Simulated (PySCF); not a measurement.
From one molecule to another.

First species: C4H13NSi2.
SMILES: `CN[Si]1(C)C[SiH2]C1`

Second species: C3H7ClO2S.
SMILES: `CCCS(=O)(=O)Cl`

Levels: PBE0/pcSseg-1 for dipole moment, HOMO energy, LUMO energy and HOMO–LUMO gap; GFN2-xTB for rotational constant A and rotational constant C. Geometries: GFN2-xTB. Each structure is a single optimised conformer of the isolated species, non-relativistic unless stated; the electronic structure was computed with PySCF and density fitting.

Dipoles, sizes and rotational constants follow the conformer. The torsions of the flexible species, by atom-mapped SMILES:
- `[CH3:1][NH:2][Si:3]1([CH3:4])[CH2:5][SiH2:6][CH2:7]1`: C1–N2–Si3–C4 176°
- `[CH3:1][CH2:2][CH2:3][S:4](=[O:5])(=[O:6])[Cl:7]`: C1–C2–C3–S4 76°, C2–C3–S4–O5 176°

(1) Which of the two has the higher rotational constant A, and by how much?

(2) Which of the two has the higher HOMO–LUMO gap, and by how much?

(3) Which has the higher dipole moment?

(4) Which of the two has the higher rotational constant C, and by how much?

(5) Which of the two has the higher HOMO energy, and by how much?

(6) Which of the two has the higher LUMO energy, and by how much?

## Answers

(1) The second: 2.608 GHz against 2.185 GHz, a difference of 0.423 GHz.

(2) The second: 7.61 eV against 7.26 eV, a difference of 0.35 eV.

(3) The second: 4.26 D against 1.43 D, a difference of 2.83 D.

(4) The second: 1.244 GHz against 1.086 GHz, a difference of 0.158 GHz.

(5) The first: -6.46 eV against -9.04 eV, a difference of 2.58 eV.

(6) The first: 0.80 eV against -1.43 eV, a difference of 2.23 eV.

On the first: In atomic units the dipole is 0.56 e·bohr (1 au = 2.5417 D).

On the second: The dipole matches unit charges of opposite sign 0.89 Å apart (1 e·Å = 4.8032 D).
